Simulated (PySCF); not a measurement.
## How methods differ on the ionisation energy of As⁺

As⁺ [Ar] 3d10 4s2 4p2 (3P) → As²⁺ [Ar] 3d10 4s2 4p1 (2P), as a difference of total energies. All numbers are calculated (PySCF 2.14, scalar relativity by spin-free X2C-1e, in cc-pVTZ-DK). Correlated levels: valence: [Ar] 3d10 frozen. The calculations carry no spin-orbit coupling.

```tsv
method	ionisation energy (eV)	difference from reference (eV)
UHF	17.977	-0.612
TPSS	18.542	-0.047
MN15	18.614	+0.025
MP2 (valence)	18.348	-0.241
SCS-MP2 (valence)	18.273	-0.316
CCSD (valence)	18.380	-0.209
CCSD(T) (valence)	18.404	-0.185
```

Reference: 18.589 eV (measured; NIST Atomic Spectra Database, ionization energies).

The reference lies between the lowest fine-structure levels, while these numbers refer to the centres of the terms.

Errors of the correlated levels include the incompleteness of this basis and the frozen core.
